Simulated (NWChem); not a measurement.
System: C$_{2}$H$_{5}$FSi$_{2}$; SMILES C#C[SiH2][SiH2]F

```xyz
10

C     -1.1234    -2.7636    -0.2022
C     -0.2714    -1.9174    -0.0036
Si     0.9713    -0.5995     0.2745
Si     0.0967     1.4724    -0.4020
F     -1.1472     1.8712     0.5750
H     -1.8738    -3.5153    -0.3744
H      2.1940    -0.8862    -0.5377
H      1.3480    -0.5590     1.7188
H      1.1322     2.5427    -0.2902
H     -0.4093     1.4132    -1.8041
```
Atoms are numbered in this order, from 1.

All runs: NWChem. Pople sets run with spherical d functions. STO-3G and 3-21G are far too small for this property and stand as cheap habits. The geometry was optimised at PBE0/def2-SVP. GIAO values for the isolated, static molecule; σ is the absolute isotropic shielding, δ = σ(reference) − σ with the isolated reference molecule computed at the same levels (13C: tetramethylsilane, 1H: tetramethylsilane, 29Si: tetramethylsilane).

| level | δ C1 (ppm) | δ C2 (ppm) | δ Si3 (ppm) | δ H6 (ppm) | δ H7 (ppm) | δ H9 (ppm) | δ H10 (ppm) |
|---|---|---|---|---|---|---|---|
| Hartree-Fock/6-31G* | 99.9 | 70.2 | -65.3 | 2.89 | 3.96 | 5.31 | 5.49 |
| Hartree-Fock/STO-3G | 94.1 | 71.4 | -70.1 | 2.86 | 1.64 | 2.05 | 2.14 |
| B3LYP/6-311G** | 103.7 | 77.1 | -95.3 | 2.38 | 4.13 | 5.55 | 5.69 |
| BHandHLYP/pcSseg-1 | 108.9 | 80.1 | -93.2 | 2.52 | 3.79 | 5.12 | 5.30 |
